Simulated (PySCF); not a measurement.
Run record: geometry optimisation, C8H24Ge4O4.

Computed with PBE0-D3(BJ)/def2-SVP geometry optimisation, gas phase (PySCF 2.14.0). Start geometry: GFN2-xTB. The command runs a driver script over a list of jobs; the input below is this job's line of settings and its coordinates in Å.

Command:
```bash
OMP_NUM_THREADS=2 python probes_run.py task.json out
```

Input:
```
{"job": {"xc": "PBE0", "basis": "def2-SVP", "d3": "d3bj", "grid": 1, "maxiter": 40, "shake": 0.03, "kind": "geom"}, "charge": 0, "multiplicity": 1}
Ge    -0.827400    -1.950040     0.857890
C     -2.663230    -1.820430    -0.083980
C     -0.546780    -3.358140     2.078610
O     -0.601110    -0.413810     1.803970
Ge    -0.830420     1.297440     1.580240
C     -2.560560     1.889010     2.404450
C      0.909980     2.077860     2.288680
O     -0.944650     1.736630    -0.105510
Ge    -0.068940     1.607420    -1.514950
C     -1.239320     0.671810    -2.865950
C      0.630500     3.388210    -1.937190
O      1.385370     0.610840    -1.291070
Ge     1.693290    -1.010930    -0.910780
C      2.950710    -0.923840     0.700680
C      2.357370    -1.972690    -2.546490
O      0.334130    -1.882640    -0.387070
H     -3.439040    -1.962800     0.628420
H     -2.719660    -2.533000    -0.850040
H     -2.791050    -0.840530    -0.498440
H      0.418290    -3.185000     2.566260
H     -1.279480    -3.379050     2.864190
H     -0.470510    -4.359690     1.548910
H     -3.352220     1.430770     1.826220
H     -2.596150     1.598790     3.439480
H     -2.615930     2.914710     2.346180
H      1.106860     1.695150     3.250420
H      0.774480     3.109320     2.445250
H      1.696230     1.893410     1.608880
H     -2.213740     1.099630    -2.922270
H     -0.825550     0.809290    -3.933920
H     -1.321580    -0.384200    -2.631520
H      1.248560     3.339210    -2.935470
H     -0.157940     4.141490    -2.048620
H      1.309020     3.715670    -1.145140
H      2.417720    -0.637060     1.537340
H      3.776120    -0.190070     0.526600
H      3.477300    -1.820270     0.895130
H      2.741150    -3.013250    -2.338580
H      3.177810    -1.375900    -3.057510
H      1.587890    -1.950120    -3.300440
```

Output:
```
step   0  E = -8925.23299623  max force = 0.080532
step   1  E = -8925.29539123  max force = 0.016154
step   2  E = -8925.30010004  max force = 0.006248
step   3  E = -8925.30259470  max force = 0.004135
step   4  E = -8925.30364383  max force = 0.004414
step   5  E = -8925.30437301  max force = 0.001926
step   6  E = -8925.30465610  max force = 0.001523
step   7  E = -8925.30476355  max force = 0.001098
step   8  E = -8925.30484515  max force = 0.001044
step   9  E = -8925.30489329  max force = 0.000869
step  10  E = -8925.30493427  max force = 0.000680
step  11  E = -8925.30498748  max force = 0.001337
step  12  E = -8925.30503043  max force = 0.001611
step  13  E = -8925.30506043  max force = 0.001103
step  14  E = -8925.30507996  max force = 0.000356
step  15  E = -8925.30508963  max force = 0.000208
optimisation converged
```

Energies in Eh; «max force» is the largest Cartesian gradient component in Eh/bohr.

Q: How much energy does the optimisation release, in kcal/mol?

A: E(step 0) − E(last step) = 0.072093 Eh, which is 45.2 kcal/mol.

Q: Give the first gradient maximum in eV/Å.

A: With 1 Eh/bohr = 51.422 eV/Å, 4.141 eV/Å.

Summary of the converged run: final energy -8925.30509 Eh after 15 steps; dipole 0.04 D.

On 2 threads of an Intel Xeon Platinum 8488C, shared host with 96 logical CPUs at a one-minute load of 85, this took 43 min wall, 88 min CPU and 4.4 GiB of memory at its peak.
Labels such as C1 count atoms from 1, the log's own numbers from 0.
